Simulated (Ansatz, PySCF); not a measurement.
C₄H₉NSi, SMILES C=C1[SiH2]N[C@H]1C. Atoms are numbered in the order given.

```xyz
15

C     -0.7105     1.6442     1.2182
C     -0.4498     0.5697     0.4779
Si    -1.2032    -0.5336    -0.8446
N      0.3884    -1.1908    -0.6426
C      0.8332    -0.2815     0.4291
C      2.0994     0.5012     0.0963
H      0.0212     2.0479     1.9304
H     -1.6681     2.1712     1.1492
H     -1.5463     0.0607    -2.1735
H     -2.3687    -1.3876    -0.4537
H      0.9364    -1.9893    -0.9280
H      0.9743    -0.8131     1.3922
H      2.3493     1.2063     0.9056
H      2.9560    -0.1804    -0.0364
H      1.9586     1.0693    -0.8365
```

The structure is a stationary point at ωB97X-D3(BJ)/def2-SVP. The structure was generated by enumeration; whether it is a known compound was not checked.

Two levels are set side by side: PBE-D3(BJ)/def2-SVP (Ansatz, an electronic-structure program) and ωB97X-D3(BJ)/def2-SVP (PySCF). Each level has its own optimised geometry; the coordinates shown are those of the second. Frequencies come from the Hessian of PySCF at each geometry. Differences are taken from unrounded values.

| quantity | ωB97X-D3(BJ) | PBE-D3(BJ) | PBE-D3(BJ) minus ωB97X-D3(BJ) |
|---|---|---|---|
| mean bond length (Å) | 1.340 | 1.349 | 0.009 |
| bond C1–C2 (Å) | 1.331 | 1.341 | 0.010 |
| bond C2–Si3 (Å) | 1.880 | 1.890 | 0.010 |
| bond C2–C5 (Å) | 1.540 | 1.544 | 0.003 |
| bond Si3–N4 (Å) | 1.734 | 1.748 | 0.014 |
| bond N4–C5 (Å) | 1.474 | 1.477 | 0.003 |
| bond C5–C6 (Å) | 1.525 | 1.529 | 0.004 |
| bond C1–H7 (Å) | 1.098 | 1.105 | 0.007 |
| bond C1–H8 (Å) | 1.095 | 1.102 | 0.007 |
| bond Si3–H9 (Å) | 1.496 | 1.511 | 0.016 |
| bond Si3–H10 (Å) | 1.497 | 1.514 | 0.017 |
| bond N4–H11 (Å) | 1.010 | 1.018 | 0.009 |
| bond C5–H12 (Å) | 1.109 | 1.120 | 0.011 |
| bond C6–H13 (Å) | 1.102 | 1.110 | 0.008 |
| bond C6–H14 (Å) | 1.103 | 1.110 | 0.007 |
| bond C6–H15 (Å) | 1.101 | 1.109 | 0.007 |
| highest harmonic wavenumber (cm⁻¹) | 3715 | 3576 | -139 |
| mean harmonic wavenumber (cm⁻¹) | 1375 | 1316 | -60 |
| zero-point energy (kcal/mol) | 76.69 | 73.37 | -3.32 |

Exact exchange shortens and stiffens bonds; PBE has none. Differences between two approximate levels are no errors against the true value.
